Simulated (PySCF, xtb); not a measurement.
Si(H)2(Me)(NCO) (C2H5NOSi), SMILES N([SiH2]C)=C=O.

GFN2-xTB in xtb 6.7.1 at its own geometry gives an orbital gap of 5.55 eV and a dipole moment of 2.87 D.

Geometry optimised at ωB97X-D3(BJ)/def2-SVP. One conformer was computed; it need not be the lowest.

**Question.** What does PBE/def2-TZVP (PySCF) give? (Estimate from the structure and the level; the computed values follow.)

**Answer.** gap 6.63 eV (levels -7.10 and -0.47 eV), dipole 2.65 D.
